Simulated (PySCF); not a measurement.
Which level of theory gave which numbers?

Compound: C2H12GeOSi2.
InChI=1S/C2H12GeOSi2/c1-2-4-3-6-5/h2-3,6H2,1,5H3

The closed-shell ground state was solved 4 times with PySCF (density fitting, gas phase), always with PBE0, in these basis sets: STO-3G, aug-cc-pVDZ, def2-TZVP and pcSseg-1. One conformer (not necessarily the lowest) at the PBE0-D3(BJ)/def2-SVP geometry, without solvent, vibrations or thermal averaging. Relativistic effects, spin–orbit coupling among them, are left out although an element past zinc is present.

| row | total energy (Eh) | HOMO (eV) | LUMO (eV) | dipole (D) |
| --- | --- | --- | --- | --- |
| P | -2813.7012 | -7.68 | -0.42 | 1.02 |
| Q | -2814.0381 | -7.66 | -0.48 | 0.88 |
| R | -2813.9434 | -7.63 | -0.61 | 0.88 |
| S | -2781.4152 | -3.33 | 5.45 | 0.71 |

Problem. Which basis belongs to which row?

Solution. P = pcSseg-1, Q = def2-TZVP, R = aug-cc-pVDZ, S = STO-3G. From the lowest total energy up: def2-TZVP (287 functions) 0 eV; aug-cc-pVDZ (267 functions) +2.58 eV; pcSseg-1 (200 functions) +9.17 eV; STO-3G (63 functions) +887.71 eV.

The values belong to the conformer `[CH3:1][CH2:2][O:3][GeH2:4][SiH2:5][SiH3:6]`: C1–C2–O3–Ge4 -179°, C2–O3–Ge4–Si5 -178°, O3–Ge4–Si5–Si6 -4°.
